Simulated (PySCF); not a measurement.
A geometry optimisation on `[Br][Ni][Br]` [triplet].

Computed with PBE0-D3(BJ)/def2-SVP geometry optimisation, gas phase (PySCF 2.14.0). Start geometry: GFN2-xTB. The input is one job of a driver script: a line of settings, then coordinates in Å.

Input:
```
{"job": {"xc": "PBE0", "basis": "def2-SVP", "d3": "d3bj", "grid": 1, "maxiter": 40, "kind": "geom"}, "charge": 0, "multiplicity": 3}
Ni    -0.008750    -0.005050     0.000100
Br    -0.011380    -0.016910     2.098570
Br     0.020120     0.021960    -2.098660
```

**Question.** Give the output.

**Answer.** 
```
step   0  E = -6655.05385929  max force = 0.048181
step   1  E = -6655.06424700  max force = 0.010022
step   2  E = -6655.06481610  max force = 0.002224
step   3  E = -6655.06484043  max force = 0.000136
step   4  E = -6655.06483959  max force = 0.000132
optimisation converged
```

Energies in Eh; «max force» is the largest Cartesian gradient component in Eh/bohr.

**Question.** How much energy does the optimisation release, in kJ/mol?

**Answer.** E(step 0) − E(last step) = 0.010980 Eh, which is 28.8 kJ/mol.

**Question.** Give the first gradient maximum in eV/Å.

**Answer.** With 1 Eh/bohr = 51.422 eV/Å, 2.478 eV/Å.

Summary of the converged run: final energy -6655.06484 Eh after 4 steps; dipole 0.03 D.

**Question.** Estimate the wall time. Hardware: Arm Neoverse V2, one thread, no GPU, shared host.

**Answer.** About 42 s.
Labels such as C1 count atoms from 1, the log's own numbers from 0.

Caution for open-shell metal species: one SCF solution and one stationary point were followed, and a lower state or a bent or distorted shape isn't ruled out.
